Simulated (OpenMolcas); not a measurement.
**Multiplet structure of Ca+**

```
Program             : OpenMolcas 26.06
Method              : CASSCF
Basis               : ANO-RCC-VTZP [6s5p2d1f]
Scalar Hamiltonian  : DKH2, point nucleus
Active space        : 1 electron in 9 orbitals (3d 4s 4p)
State averaging     : 2S+1 = 2 even, 6 roots; 2S+1 = 2 odd, 3 roots
Spin-orbit coupling : state interaction with AMFI integrals over the reference wave functions, term energies averaged over their components
```

With spin-orbit coupling, above the lowest level:

| Configuration | Term | J | E (cm-1) | Measured (cm-1) | g | Term weight % |
| --- | --- | --- | --- | --- | --- | --- |
| 4s | 2S | 1/2 | 0.0 | 0.0 | 2.002 | 100 |
| 3d | 2D | 3/2 | 23075 | 13650 | 0.800 | 100 |
| 3d | 2D | 5/2 | 23098 | 13711 | 1.200 | 100 |
| 4p | 2P* | 1/2 | 23239 | 25192 | 0.666 | 100 |
| 4p | 2P* | 3/2 | 23390 | 25414 | 1.334 | 100 |

Against the 4 measured excited levels shown (NIST Handbook of Basic Atomic Spectroscopic Data) the mean absolute deviation is 5700 cm-1; the largest miss in energy is 3d 2D 3/2: computed 23075, measured 13650 cm-1 (+69.0 %).

ANO sets are built for ground and valence states and can reach diffuse excited orbitals poorly. With one active electron the reference holds no correlation, so core polarisation is missing. Measured partners are found by configuration, term and J. A level has none where our copy of the source lacks it or the pairing is in doubt (some pairs that miss far off the trend of their configuration count as doubtful), and it then counts in no deviation. Levels of configurations outside the active space are missing.

The term weight is that of the spin-free term in the level, not the purity of its configuration. * marks odd parity.
